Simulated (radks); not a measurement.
Kinetic energies: the exact non-interacting value of the Kohn-Sham orbitals and orbital-free approximations, in hartree. Species: Te4+ [Kr] 4d10 5s2; In+ [Kr] 4d10 5s2. All-electron calculation, non-relativistic Kohn-Sham, PBE, spin-polarised, spherical densities, point nucleus. Program: a radial shooting solver on a logarithmic mesh with Libxc functionals. Every spin shell is full or empty, so the densities are truly spherical. Functionals are evaluated on that one density, not self-consistently.

\begin{tabular}{lrr}
functional & Te4+ & In+ \\ \hline
exact & 6608.06 & 5739.59 \\
Thomas-Fermi & 6262.1 & 5434.4 \\
von Weizsacker & 2713.5 & 2401.1 \\
TF + vW & 8975.6 & 7835.5 \\
TF + vW/9 & 6563.6 & 5701.2 \\
TF + vW/5 & 6804.8 & 5914.7 \\
APBEK & 6616.0 & 5747.2 \\
revAPBEK & 6627.5 & 5757.6 \\
Perdew 92 & 6564.2 & 5701.8 \\
LKT & 7858.7 & 6849.9 \\
\end{tabular}
